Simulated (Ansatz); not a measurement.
`[CH3][Sb]([CH3])[SiH3]` + `[OH][Ge][F]` → `[F][Ge][O][SiH3]` + `[CH3][SbH][CH3]`  (cleavage of the Si–Sb bond)

Calculated with Ansatz (gas phase, PBE0-D4/def2-TZVP geometries, no zero-point term in ΔE). CBS: MP2 limit from def2 TZ/QZ plus the TZ coupled-cluster correction, frozen cores. DFT in def2-TZVPP. B3LYP here is the variant with VWN-RPA as its local correlation; programs differ in this. HSE06 is defined as in plane-wave codes. def2 core potentials past Kr. For Ge, Sb outer-core shells are correlated without core-valence functions, which leaves a few kJ/mol of doubt a bond. Scalar relativity is left out up to krypton. Each species was taken in one conformer, which may not be the lowest.

```
             level  ΔE (kJ/mol)  difference from CCSD(T)/CBS
         r2SCAN-D4        -58.8                          2.6
           PBE0-D4        -48.5                         12.9
          BHLYP-D4        -73.6                        -12.2
           ωB97X-V        -65.0                         -3.6
          PBE-QIDH        -59.7                          1.7
               PBE        -44.3                         17.1
            revPBE        -44.5                         16.9
            r2SCAN        -59.8                          1.6
              PBE0        -51.2                         10.2
             B3LYP        -68.3                         -6.9
             HSE06        -50.8                         10.6
             BHLYP        -78.5                        -17.1
         CAM-B3LYP        -75.2                        -13.8
RPA@PBE/def2-TZVPP        -69.6                         -8.2
      MP2/def2-SVP        -65.0                         -3.6
SCS-MP2/def2-TZVPP        -72.7                        -11.3
       CCSD(T)/CBS        -61.4                            0
```

Largest T1 diagnostic among the species: 0.015.

From PBE to PBE0 (25 % exact exchange), in def2-TZVPP and without D4, ΔE moves by −6.8 kJ/mol. The D4 term adds +4.3 kJ/mol with B3LYP and +2.7 kJ/mol with PBE0; it sums over pairs of atoms, weighted by their polarisabilities, and B3LYP, whose exchange is more repulsive, gets the larger term. In def2-TZVPP, CCSD(T) changes the Hartree–Fock value by +27.3 kJ/mol (the triples alone add +4.3 kJ/mol) and MP2 by +29.6 kJ/mol.
